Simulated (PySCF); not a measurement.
Cl6Pt, charge -2, singlet, at a GFN2-xTB geometry (such geometries of metal compounds can be far from the true shape) (core potentials on Pt). Base run: HF/def2-SV(P) in PySCF.

Input for PySCF:
```python
from pyscf import gto, scf

mol = gto.Mole()
mol.atom = '''
    Pt   -0.000000    0.000000    0.000000
    Cl    2.079927    0.862497   -0.735908
    Cl    0.743768    0.122523    2.245742
    Cl   -0.743768   -0.122523   -2.245742
    Cl   -2.079927   -0.862497    0.735908
    Cl   -0.855728    2.202872    0.163225
    Cl    0.855728   -2.202872   -0.163225
'''
mol.basis = 'def2-sv(p)'
mol.ecp = {'Pt': 'def2-sv(p)'}
mol.charge = -2
mol.spin = 0
mol.verbose = 4
mol.build()

mf = scf.RHF(mol)
mf.kernel()
```

Each row names what was changed in the base input (with any setting that the change needs).

| change | ΔE vs base (mEh) | fitting functions | outcome |
|---|---|---|---|
| base | 0.000 | - | converged |
| only_dfj = on; auxbasis = def2-universal-jfit | -0.614 | 395 | converged |
| auxbasis = def2-universal-jfit | 12449.2 | 395 | converged |
| auxbasis = cc-pvdz-jkfit | - | - | input refused |
| auxbasis = cc-pvqz-jkfit | - | - | input refused |
| auxbasis = default (with mf = mf.density_fit()) | 0.425 | 995 | converged |
| auxbasis = even-tempered beta=3.0 | -5.661 | 770 | converged |
| auxbasis = def2-svp-ri | - | - | input refused |
| exchange = seminumerical (SGX) (with mf = sgx.sgx_fit(mf, auxbasis='def2-universal-jfit'); with mf.with_df.dfj = True) | -0.486 | 395 | converged |
| auxbasis = even-tempered beta=2.0 | 1.332 | 1160 | converged |

A fitting set is made for a task (jfit for Coulomb, jkfit for Coulomb and exchange, ri for correlation) and for a family of orbital bases.

- auxbasis = cc-pvdz-jkfit: ended with `pyscf.lib.exceptions.BasisNotFoundError: Basis set not found for Pt in cc-pvdz-jkfit`
- auxbasis = cc-pvqz-jkfit: ended with `pyscf.lib.exceptions.BasisNotFoundError: Basis set not found for Pt in cc-pvqz-jkfit`
- auxbasis = def2-svp-ri: ended with `pyscf.lib.exceptions.BasisNotFoundError: Basis set not found for Pt in def2-svp-ri`
